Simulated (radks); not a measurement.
The nuclear charge of neutral lanthanum is varied continuously with 57 electrons held in [Xe] 5d1 6s2. All-electron calculation, Dirac Kohn-Sham, PBEsol, spin-unpolarised, spherical densities, point nucleus; open shells fill j = l - 1/2 first. Program: a radial shooting solver on a logarithmic mesh with Libxc functionals. By the Hellmann-Feynman theorem dE/dZ = E(electron-nucleus)/Z, the electronic potential at the nucleus.

Z     E (hartree)  E(electron-nucleus)/Z (hartree)   HOMO  e(HOMO) (eV)  <r> HOMO (bohr)
56.8   -8421.8812                         -360.825  5d3/2        -1.828            3.163
56.9   -8458.0088                         -361.728  5d3/2        -2.490            3.059
57     -8494.2267                         -362.630  5d3/2        -3.184            2.968
57.1   -8530.5349                         -363.533  5d3/2        -3.910            2.888
57.2   -8566.9333                         -364.435  5d3/2        -4.664            2.816
57.3   -8603.4219                         -365.338  6s1/2        -5.382            4.152
57.4   -8640.0008                         -366.240  6s1/2        -5.982            4.078
57.5   -8676.6700                         -367.143  6s1/2        -6.599            4.008
57.6   -8713.4295                         -368.046  6s1/2        -7.233            3.941
57.7   -8750.2793                         -368.949  6s1/2        -7.882            3.878
57.8   -8787.2194                         -369.853  6s1/2        -8.546            3.818
57.9   -8824.2498                         -370.757  6s1/2        -9.226            3.760
58     -8861.3707                         -371.661  6s1/2        -9.920            3.706

The central difference of E at Z = 57 is -362.630 hartree, to compare with the third column; the second derivative is -9.02 hartree.
